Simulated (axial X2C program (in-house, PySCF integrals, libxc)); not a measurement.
Outer orbitals of InC⁺ at 2.284 Å, HF

All values were computed with an in-house relativistic program for diatomic molecules. Spin-free means the one-electron spin-free X2C Hamiltonian; two-component (2c) means X2C with spin–orbit coupling and atomic mean-field two-electron Coulomb and Gaunt terms, so the difference of the two also holds small scalar two-electron terms. Basis: In dyall-cv3z [11s12p9d4f1g], C dyall-v3z [7s6p2d1f] (cores contracted in-house); Gaussian nuclei, density fitting, unrestricted open shells. Masses: In 114.904 u, C 12.000 u.

The distance is close to the 2c PBE0 minimum; the highest filled and lowest empty levels are listed.

Spin-free orbitals, state M_S = 1, Λ = 0 (beyond evenly filled blocks: π+α, π-α) (Löwdin shares):

| symmetry | occupied | ε (eV) | atomic character |
| --- | --- | --- | --- |
| σβ | yes | -35.24 | 99% In d |
| σα | yes | -35.20 | 97% In d |
| δ+β | yes | -35.15 | 100% In d |
| δ-β | yes | -35.15 | 100% In d |
| δ+α | yes | -35.13 | 100% In d |
| δ-α | yes | -35.13 | 100% In d |
| π+α | yes | -35.10 | 100% In d |
| π-α | yes | -35.10 | 100% In d |
| π+β | yes | -35.09 | 100% In d |
| π-β | yes | -35.09 | 100% In d |
| σα | yes | -29.10 | 79% C s, 7% In p, 7% In d |
| σβ | yes | -22.67 | 61% C s, 19% In s, 7% In p |
| π+α | yes | -17.54 | 93% C p, 3% In d, 3% In p |
| π-α | yes | -17.54 | 93% C p, 3% In d, 3% In p |
| σα | yes | -17.35 | 57% In s, 36% C p, 4% C s |
| σβ | yes | -16.73 | 64% In s, 19% In p, 10% C s |
| σα | no | -6.69 | 37% C p, 35% In p, 26% In s |
| π+β | no | -5.25 | 86% In p, 13% C p |
| π-β | no | -5.25 | 86% In p, 13% C p |
| σβ | no | -4.74 | 52% C p, 27% In p, 10% C s |

Spinors with spin–orbit coupling (state Ω = 1):

| ω | occupied | ε (eV) | atomic character | λ mixture |
| --- | --- | --- | --- | --- |
| -1/2 | yes | -34.82 | 99% In d | 52% σ, 48% π |
| 1/2 | yes | -34.79 | 98% In d | 54% σ, 46% π |
| -5/2 | yes | -34.79 | 100% In d | 100% δ |
| 5/2 | yes | -34.76 | 100% In d | 100% δ |
| 3/2 | yes | -34.74 | 100% In d | 82% π, 18% δ |
| -3/2 | yes | -34.73 | 100% In d | 81% π, 19% δ |
| 1/2 | yes | -29.10 | 79% C s, 7% In p, 7% In d | 100% σ |
| -1/2 | yes | -22.67 | 61% C s, 19% In s, 7% In p | 100% σ |
| 3/2 | yes | -17.55 | 93% C p, 3% In d, 3% In p | 100% π |
| -1/2 | yes | -17.54 | 93% C p, 3% In p, 3% In d | 100% π |
| 1/2 | yes | -17.35 | 57% In s, 36% C p, 4% C s | 100% σ |
| -1/2 | yes | -16.73 | 64% In s, 19% In p, 10% C s | 100% σ |
| 1/2 | no | -6.68 | 37% C p, 35% In p, 26% In s | 100% σ |
| 1/2 | no | -5.33 | 86% In p, 13% C p | 100% π |
| -3/2 | no | -5.17 | 86% In p, 13% C p | 100% π |
| -1/2 | no | -4.75 | 48% C p, 33% In p, 9% C s | 91% σ, 9% π |

Mulliken charges and populations of the two-component result (they depend on the basis, above all on diffuse functions):

In 1.07 e (s 9.67 p 18.23 d 20.02 f 0.01), C -0.07 e (s 3.84 p 2.22 d 0.01). ⟨Lz⟩ = 0.00 ħ and ⟨Sz⟩ = 1.00 ħ (-0.09 and 1.09 on the two atoms), which add up to Ω.

The state is a single determinant with fixed occupations, the lowest that a limited PBE0 search found. PBE0 can misorder states that lie within some tenths of an eV, so this need not be the ground state of the molecule. The nearest other spin-free determinant of the search, M_S = 1, Λ = 1, lies 0.35 eV up at the distance of the search. With several unpaired electrons one determinant need not be a pure state. Open-shell Ω = 0 determinants with evenly filled partner blocks cannot be reached by this program, so the Ω shown need not be the lowest component. This is the Ω = 1 component of a π² triplet; the 0⁺ component is not one determinant and can lie lowest. The determinant is spin-polarised beyond a pure state at some levels (its spin-free form has ⟨S²⟩ too high), which makes Re and μ there less reliable.
